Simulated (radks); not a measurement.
Results of a calculation; reference values are marked as such.
Spherical quantum dot in the effective-mass picture: electrons in a hard-walled sphere of radius 5.86, with a point charge +1 (a donor) at the centre, all in effective atomic units (hartree* = m*/eps^2 hartree, bohr* = eps/m* bohr), one dielectric constant everywhere. Level of theory: non-relativistic Kohn-Sham, LDA (Slater exchange, Perdew-Wang correlation), spin-polarised, spherical densities (a radial shooting solver with Libxc functionals). Levels are named by radial order and angular momentum (1s, 1p, 1d, 2s, ...), and open shells are averaged over m. Results are scaled to m* = 0.28 and eps = 9.8, for which hartree* = 79.33 meV and bohr* = 1.852 nm.

N = 9, configuration 1s2 1p6 2s(up 1, down 0). This is the lowest configuration that the search found. Occupied and some empty levels:

| level | occupation | eigenvalue (meV) | <r> (nm) |
|---|---|---|---|
| 1s up | 1 | 142.02 | 5.780 |
| 1s down | 1 | 143.82 | 6.353 |
| 1p up | 3 | 151.82 | 7.225 |
| 1p down | 3 | 152.23 | 7.246 |
| 2s up | 1 | 162.78 | 4.436 |
| 1d up | 0 | 163.51 | 7.588 |
| 1d down | 0 | 163.84 | 7.589 |
| 2s down | 0 | 169.60 | 4.222 |
| 1f up | 0 | 178.83 | 7.848 |
| 1f down | 0 | 179.15 | 7.846 |
| 1g up | 0 | 197.57 | 8.057 |
| 1g down | 0 | 197.89 | 8.055 |
| 2p up | 0 | 200.50 | 5.459 |
| 2p down | 0 | 202.47 | 5.564 |

Energy (meV): total 614.857, kinetic 244.05, external -260.36, Hartree 795.90, exchange-correlation -164.74.

Electron density:

| r (nm) | n(r) (e/nm^3) |
|---|---|
| 0.551 | 0.03074 |
| 1.36 | 0.01317 |
| 2.18 | 0.006107 |
| 2.99 | 0.003327 |
| 3.80 | 0.002387 |
| 4.61 | 0.002283 |
| 5.43 | 0.002544 |
| 6.24 | 0.002852 |
| 7.05 | 0.002929 |
| 7.86 | 0.002561 |
| 8.68 | 0.001752 |
| 9.49 | 0.0007913 |
| 10.3 | 0.0001310 |
